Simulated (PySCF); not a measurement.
CH7FOSi2, SMILES O[SiH2][SiH2]CF. Atoms are numbered in the order given.

```xyz
12

O     -1.6366     1.4972    -0.3251
Si    -1.6220     0.1783     0.7139
Si     0.6260    -0.4850     0.6731
C      1.2048    -0.3113    -1.1349
F      2.5549    -0.6239    -1.2477
H     -2.4862     1.9320    -0.4677
H     -2.5173    -0.9193     0.2166
H     -2.1028     0.5372     2.0880
H      0.7899    -1.8984     1.1314
H      1.4649     0.3987     1.5381
H      0.6255    -0.9761    -1.8026
H      1.0392     0.7252    -1.4820
```
Charge 0, spin multiplicity 1.

The structure is a stationary point at r2SCAN-D4/def2-SVP. The structure was generated by enumeration, and PubChem lists no compound with its InChIKey, so it may never have been made. Other conformers were not sampled.

Computed with PBE/def2-TZVP (PySCF).

Isolated molecule, no solvent.

```yaml
total_energy: -795.96861 hartree
highest_occupied_level: -6.75 eV
lowest_empty_level: -1.50 eV
orbital_gap: 5.26 eV
dipole_moment: 2.77 D
quadrupole, principal values (traceless, Buckingham form, about the centre of nuclear charge): -5.03, -0.32, 5.35 D·Å
mean_static_polarisability: 75.2 bohr³ (11.15 Å³)
polarisability_principal_values: 64.9, 71.7, 89.1 bohr³
```
